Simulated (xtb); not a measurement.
F4Te, triplet, from a rough starting geometry (a higher spin typed on purpose: for a closed-shell molecule this is an excited state); GFN2-xTB (xtb 6.7.1).

Input for xtb:
```
$ xtb mol.xyz --gfn 2 --uhf 2 --opt vtight --json

# file mol.xyz
5

Te    -0.05422522    -0.06338039     0.65775716
F      1.01168814     1.44638544    -0.16338466
F      1.45530246    -1.03244800    -0.18263897
F     -1.03463965    -1.40777799    -0.17497738
F     -1.35600925     1.00315998    -0.21163550
```

The log (banner, timings and long lists left out):

```
   ID    Z sym.   atoms
    1   52 Te     1
    2    9 F      2-5

           -------------------------------------------------
          |                Calculation Setup                |
           -------------------------------------------------

           -------------------------------------------------
          |                 G F N 2 - x T B                 |
           -------------------------------------------------

          ...................................................
          :                      SETUP                      :
          :.................................................:
          :  # basis functions                  26          :
          :  # atomic orbitals                  25          :
          :  # shells                           11          :
          :  # electrons                        34          :
          :  max. iterations                   250          :
          :  Hamiltonian                  GFN2-xTB          :
          :  restarted?                      false          :
          :  GBSA solvation                  false          :
          :  PC potential                    false          :
          :  electronic temp.          300.0000000     K    :
          :  accuracy                    1.0000000          :
          :  -> integral cutoff          0.2500000E+02      :
          :  -> integral neglect         0.1000000E-07      :
          :  -> SCF convergence          0.1000000E-05 Eh   :
          :  -> wf. convergence          0.1000000E-03 e    :
          :  Broyden damping             0.4000000          :
          :  net charge                          0          :
          :  unpaired electrons                  2          :
          ...................................................

 iter      E             dE          RMSdq      gap      omega  full diag
   1    -19.5179605 -0.195180E+02  0.159E+01    0.12       0.0  T
   2    -18.6494176  0.868543E+00  0.198E+01    0.53       1.0  T
   3    -21.4453111 -0.279589E+01  0.117E+01    0.36       1.0  T
   4    -21.6704561 -0.225145E+00  0.105E+01    0.35       1.0  T
   5    -21.6643475  0.610860E-02  0.689E+00    0.32       1.0  T
   6    -21.7452823 -0.809348E-01  0.552E+00    0.58       1.0  T
   7    -21.8357547 -0.904724E-01  0.262E+00    0.55       1.0  T
   8    -21.8607820 -0.250273E-01  0.202E+00    0.48       1.0  T
   9    -21.8760225 -0.152405E-01  0.132E+00    0.47       1.0  T
[...]
 * total energy  :   -21.9914583 Eh     change       -0.1867417E-02 Eh
 * total energy  :   -21.9930180 Eh     change       -0.1559707E-02 Eh
 * total energy  :   -21.9934801 Eh     change       -0.4620956E-03 Eh
 * total energy  :   -21.9934623 Eh     change        0.1787555E-04 Eh
 * total energy  :   -21.9940945 Eh     change       -0.6322563E-03 Eh
 * total energy  :   -21.9941393 Eh     change       -0.4480779E-04 Eh
 * total energy  :   -21.9941718 Eh     change       -0.3249004E-04 Eh
 * total energy  :   -21.9941782 Eh     change       -0.6359697E-05 Eh
 * total energy  :   -21.9941799 Eh     change       -0.1696255E-05 Eh
 * total energy  :   -21.9941802 Eh     change       -0.3221139E-06 Eh
 * total energy  :   -21.9941804 Eh     change       -0.1822712E-06 Eh
 * total energy  :   -21.9941804 Eh     change       -0.1748440E-07 Eh
   *** GEOMETRY OPTIMIZATION CONVERGED AFTER 43 ITERATIONS ***
         :: total energy             -21.994180393343 Eh    ::
[...]
      -------------------------------------------------------------
                  HL-Gap            0.2352733 Eh            6.4021 eV
             Fermi-level           -0.4434592 Eh          -12.0671 eV

     #   Z          covCN         q      C6AA      α(0)
     1  52 Te       2.840     0.415   389.816    36.491
     2   9 F        0.704    -0.106    10.324     3.794
     3   9 F        0.716    -0.101    10.272     3.785
     4   9 F        0.704    -0.106    10.324     3.794
     5   9 F        0.716    -0.101    10.272     3.785

 Mol. C6AA /au·bohr⁶  :       1022.133958
 Mol. C8AA /au·bohr⁸  :      61874.661736
 Mol. α(0) /au        :         51.647635

Wiberg/Mayer (AO) data.
largest (>0.10) Wiberg bond orders for each atom

 ---------------------------------------------------------------------------
     #   Z sym  total        # sym  WBO       # sym  WBO       # sym  WBO
 ---------------------------------------------------------------------------
     1  52 Te   3.958 --     5 F    1.030     3 F    1.030     2 F    0.949
                             4 F    0.948
     2   9 F    1.326 --     1 Te   0.949     4 F    0.162     5 F    0.141
     3   9 F    1.379 --     1 Te   1.030     4 F    0.141     5 F    0.132
     4   9 F    1.326 --     1 Te   0.948     2 F    0.162     3 F    0.141
     5   9 F    1.379 --     1 Te   1.030     2 F    0.141     3 F    0.132
 ---------------------------------------------------------------------------

Topologies differ in total number of bonds
Writing topology from bond orders to xtbtopo.mol

molecular dipole:
                 x           y           z       tot (Debye)
 q only:       -0.017       0.010       0.066
   full:       -0.052       0.031       0.207       0.548
molecular quadrupole (traceless):
                xx          xy          yy          xz          yz          zz
 q only:        2.772      -0.356      -1.914       1.028       0.028      -0.858
  q+dip:        4.729      -0.594      -3.169       1.780       0.018      -1.560
   full:        6.336      -0.832      -4.504       2.318       0.098      -1.833

optimized geometry written to: xtbopt.xyz

           -------------------------------------------------
          | TOTAL ENERGY              -21.994180393343 Eh   |
          | GRADIENT NORM               0.000016744955 Eh/α |
          | HOMO-LUMO GAP               6.402112611600 eV   |
           -------------------------------------------------

normal termination of xtb
```
